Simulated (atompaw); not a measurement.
# What one change does to a pseudopotential (tellurium, PAW (atompaw))

```json
{"Element": "Te", "Generator": "atompaw 4.2.0.5", "Type": "PAW", "Functional": "PBE", "Relativity": "scalar-relativistic", "Frozen core": "[Kr] 4d10", "Valence charge": "6", "Reference configuration": "5s2 5p3.5 (charge +0.5)", "Partial waves": "5s (bound): rc 2.05 bohr; 5s channel at 2 Ry: rc 2.05 bohr; 5p (bound): rc 2.35 bohr; 5p channel at 2 Ry: rc 2.35 bohr", "Local potential": "bessel scheme, radius 1.65 bohr", "Core correction": "smooth core density matched at 1.50 bohr", "Augmentation charge": "gaussian compensation charge, radius 1.70 bohr; PAW radius 2.35 bohr; waves and projectors: custom polynom vanderbiltortho"}
```

All-electron outer shells of the reference configuration (PBE, scalar-relativistic, ld1.x):

```tsv
shell	level (eV)	outermost node (bohr)	outermost maximum (bohr)
4d	-45.98	0.36	0.81
5s	-19.14	0.91	1.80
5p	-9.69	1.00	2.14
```

Change: local potential bessel scheme, radius 2.22 bohr.

Cutoffs: the cutoffs (Ry, on a coarse ladder) from which the occupation-weighted sum of valence levels, in a spherical-Bessel basis at the reference potential, stays within 10 and 1 mRy of its value at 400 Ry; they do not see the model core or the augmentation charge, which bear on the density cutoff.

Task: What does the change do?

Result: The potential gets neither clearly harder nor softer (12 Ry and 18 Ry → 12 Ry and 18 Ry); the bound ghost in d disappears. A state that the projectors do not describe sees the local part alone, so a deeper or shallower local part can create or remove a ghost.

| quantity | base | changed |
| --- | --- | --- |
| cutoff, loose | 12 Ry | 12 Ry |
| cutoff, tight | 18 Ry | 18 Ry |
| loose cutoff by channel (10 mRy a level) | s 8 Ry, p 6 Ry | s 10 Ry, p 6 Ry |
| bound ghosts | d | none |
| s: phases at 2.36 bohr within 0.05 rad from the reference energy up to (Ry; the scan ends near 5) | 3.6 | 4.3 |
| p: phases at 2.36 bohr within 0.05 rad from the reference energy up to (Ry; the scan ends near 5) | to the end of the scan | to the end of the scan |
| lowest overlap eigenvalue by channel | s 0.09, p 0.30 | s 0.23, p 0.40 |

 A true bound ghost makes a file unfit for plane-wave use even where its test errors are small: the radial tests pick states by their node count and pass the ghost by. The cutoffs see the waves, projectors and local potential, not the compensation charge or the core.
